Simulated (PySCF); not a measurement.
# Two-component Hartree-Fock for Ge⁺ (germanium, charge +1)

Start: [Ar] 3d10 4s1 4p1 4d1; 4s1/2 filled at m_j = +1/2; 4p3/2 filled at m_j = +3/2; 4d5/2 filled at m_j = +5/2. Calculated with PySCF 2.14 in x2c-TZVPall-2c with one added diffuse shell each of s, p, d type (7s8p5d1f, 63 functions): generalised Hartree-Fock with the X2C-1e Hamiltonian and a Gaussian nucleus; one run each with spin-orbit coupling (SO) switched off, then screened by Boettger's factors. This is a chosen level, not necessarily the ground level.

```json
{"spinor shell": "1s1/2", "electrons": "2", "ε, spin-free (eV)": "-11194.0", "ε, screened SO (eV)": "-11193.8", "weight of nominal j (screened SO)": "1.000", "rms radius, screened SO (bohr)": "0.0542"}
{"spinor shell": "2s1/2", "electrons": "2", "ε, spin-free (eV)": "-1468.3", "ε, screened SO (eV)": "-1468.3", "weight of nominal j (screened SO)": "1.000", "rms radius, screened SO (bohr)": "0.227"}
{"spinor shell": "2p1/2", "electrons": "2", "ε, spin-free (eV)": "-1280.2", "ε, screened SO (eV)": "-1302.0", "weight of nominal j (screened SO)": "1.000", "rms radius, screened SO (bohr)": "0.201"}
{"spinor shell": "2p3/2", "electrons": "4", "ε, spin-free (eV)": "-1280.2", "ε, screened SO (eV)": "-1269.7", "weight of nominal j (screened SO)": "1.000", "rms radius, screened SO (bohr)": "0.204"}
{"spinor shell": "3s1/2", "electrons": "2", "ε, spin-free (eV)": "-215.73", "ε, screened SO (eV)": "-215.76", "weight of nominal j (screened SO)": "1.000", "rms radius, screened SO (bohr)": "0.668"}
{"spinor shell": "3p1/2", "electrons": "2", "ε, spin-free (eV)": "-156.10", "ε, screened SO (eV)": "-159.17", "weight of nominal j (screened SO)": "0.998", "rms radius, screened SO (bohr)": "0.693"}
{"spinor shell": "3p3/2", "electrons": "4", "ε, spin-free (eV)": "-156.10", "ε, screened SO (eV)": "-154.68", "weight of nominal j (screened SO)": "0.999", "rms radius, screened SO (bohr)": "0.703"}
{"spinor shell": "3d3/2", "electrons": "4", "ε, spin-free (eV)": "-57.902", "ε, screened SO (eV)": "-58.315", "weight of nominal j (screened SO)": "0.922", "rms radius, screened SO (bohr)": "0.807"}
{"spinor shell": "3d5/2", "electrons": "6", "ε, spin-free (eV)": "-57.902", "ε, screened SO (eV)": "-57.692", "weight of nominal j (screened SO)": "0.948", "rms radius, screened SO (bohr)": "0.808"}
{"spinor shell": "4s1/2", "electrons": "1", "ε, spin-free (eV)": "-29.087", "ε, screened SO (eV)": "-29.100", "weight of nominal j (screened SO)": "0.999", "rms radius, screened SO (bohr)": "2.15"}
{"spinor shell": "4p3/2", "electrons": "1", "ε, spin-free (eV)": "-19.859", "ε, screened SO (eV)": "-19.772", "weight of nominal j (screened SO)": "1.000", "rms radius, screened SO (bohr)": "2.65"}
{"spinor shell": "4d5/2", "electrons": "1", "ε, spin-free (eV)": "-7.435", "ε, screened SO (eV)": "-7.441", "weight of nominal j (screened SO)": "1.000", "rms radius, screened SO (bohr)": "4.42"}
```

```
   quantity    spin-free  screened SO
E (hartree)  -2096.20741  -2096.28114
        M_J          9/2          9/2
       ⟨J²⟩       24.755       24.755
       ⟨L²⟩       12.004       12.006
       ⟨S²⟩        3.751        3.753
```

Each row is a mean over spinors that exchange with the open shell spreads, by up to 0.787 eV (3p3/2).

Without spin-orbit coupling the j labels of p, d and f shells carry no meaning; the spin-free column gives the mean over the occupied spinors of each nl shell.
